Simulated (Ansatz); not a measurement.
Ansatz (a quantum-chemistry and plane-wave program) job for AlF2, SMILES [F][Al+][F], charge +1, B3LYP-D3(BJ)/def2-TZVP. 

Ansatz 0.2 input:
```yaml
crystal:
  periodic: [false, false, false]
  atoms:
    - {symbol: Al, position_ang: [0.00000000, 0.00000000, 0.00000000]}
    - {symbol: F, position_ang: [0.00000000, 0.00000000, 1.61319491]}
    - {symbol: F, position_ang: [0.00000000, 0.00000000, -1.61319491]}
basis:
  gaussian:
    orbitals: def2-TZVP
hamiltonian:
  xc: b3lyp
  dispersion: d3bj
total_charge: 1
relax: {f_tol: 0.002, max_steps: 200}
```

Log of the run:

```
WARN ansatz: RAYON_NUM_THREADS=1 ignored (pool sized by the plan → 1); use --threads N
Functional definition: B3LYP
integrals: 0.02 GiB planned
571 factors; their error is unknown
mean field: 0.23 GiB planned
mean field evaluation 1: about -12009.3648 eV, gradient 1.2e2 eV
mean field evaluation 2: about -11905.1935 eV, gradient 2.6e2 eV
mean field evaluation 4: about -12027.9943 eV, gradient 3.6e0 eV
mean field evaluation 8: about -12028.0085 eV, gradient 3.8e-2 eV
mean field evaluation 16: about -12028.0348 eV, gradient 5.7e-6 eV
mean field -12028.03481048 eV, -442.0221263901 hartree, gradient 5.3e-6 eV, S^2 0.000000; 0 other end points of the search recorded, 0 dependent functions left out
the calculation of the forces begins
reference -12028.03499250 eV, -442.0221330795 hartree; 15, 15 occupied and 84, 84 virtual orbitals, 571 factors
relax step   1: F+E_penalty+E_count = -12028.08090396 eV  Δ(F+E_penalty+E_count) = +0.000e0 eV  max|allowed force component| = 8.032e-1 eV/Å  Δτ_max = 0.0000 Å  (27 SCF iters, accepted)
these checks for a lower state are left out or cut short: starts, cluster_reference, orbital_swaps, neighbouring_geometries, increment
integrals: 0.02 GiB planned
571 factors; their error is unknown
mean field: 0.23 GiB planned
mean field -12028.04694681 eV, -442.0225723924 hartree, gradient 1.4e-5 eV, S^2 0.000000; 0 other end points of the search recorded, 0 dependent functions left out
the calculation of the forces begins
reference -12028.04712871 eV, -442.0225790769 hartree; 15, 15 occupied and 84, 84 virtual orbitals, 571 factors
relax step   2: F+E_penalty+E_count = -12028.09312455 eV  Δ(F+E_penalty+E_count) = -1.222e-2 eV  max|allowed force component| = 4.501e-1 eV/Å  Δτ_max = 0.0097 Å  (26 SCF iters, accepted)
these checks for a lower state are left out or cut short: starts, cluster_reference, orbital_swaps, neighbouring_geometries, increment
integrals: 0.02 GiB planned
571 factors; their error is unknown
mean field: 0.23 GiB planned
mean field evaluation 32: about -12028.0521 eV, gradient 1.3e-5 eV
mean field -12028.05214014 eV, -442.0227632436 hartree, gradient 1.3e-5 eV, S^2 0.000000; 0 other end points of the search recorded, 0 dependent functions left out
the calculation of the forces begins
reference -12028.05232188 eV, -442.0227699223 hartree; 15, 15 occupied and 84, 84 virtual orbitals, 571 factors
relax step   3: F+E_penalty+E_count = -12028.09842401 eV  Δ(F+E_penalty+E_count) = -5.299e-3 eV  max|allowed force component| = 2.107e-2 eV/Å  Δτ_max = 0.0122 Å  (27 SCF iters, accepted)
these checks for a lower state are left out or cut short: starts, cluster_reference, orbital_swaps, neighbouring_geometries, increment
integrals: 0.02 GiB planned
571 factors; their error is unknown
mean field: 0.23 GiB planned
mean field -12028.05215591 eV, -442.0227638232 hartree, gradient 5.1e-5 eV, S^2 0.000000; 0 other end points of the search recorded, 0 dependent functions left out
the calculation of the forces begins
reference -12028.05233766 eV, -442.0227705022 hartree; 15, 15 occupied and 84, 84 virtual orbitals, 571 factors
relax step   4: F+E_penalty+E_count = -12028.09843512 eV  Δ(F+E_penalty+E_count) = -1.111e-5 eV  max|allowed force component| = 2.769e-4 eV/Å  Δτ_max = 0.0005 Å  (18 SCF iters, accepted)
integrals: 0.02 GiB planned
571 factors; their error is unknown
mean field: 0.23 GiB planned
mean field -12028.05215591 eV, -442.0227638232 hartree, gradient 5.1e-5 eV, S^2 0.000000; 1 other end points of the search recorded, 0 dependent functions left out
the calculation of the forces begins
reference -12028.05233766 eV, -442.0227705022 hartree; 15, 15 occupied and 84, 84 virtual orbitals, 571 factors
Total energy: -12028.09861686 eV, -442.0244712316 hartree
Atom 0 at     0.000000    -0.000000     0.000000 Å, force    -0.000000     0.000000    -0.000000 eV/Å
Atom 1 at     0.000000     0.000000     1.591808 Å, force    -0.000000    -0.000000    -0.000277 eV/Å
Atom 2 at    -0.000000     0.000000    -1.591808 Å, force     0.000000    -0.000000     0.000277 eV/Å
Dipole moment:    -0.000000     0.000000    -0.000000 e Å
```

The run converged.

Cost: around 4 core-seconds (rough).
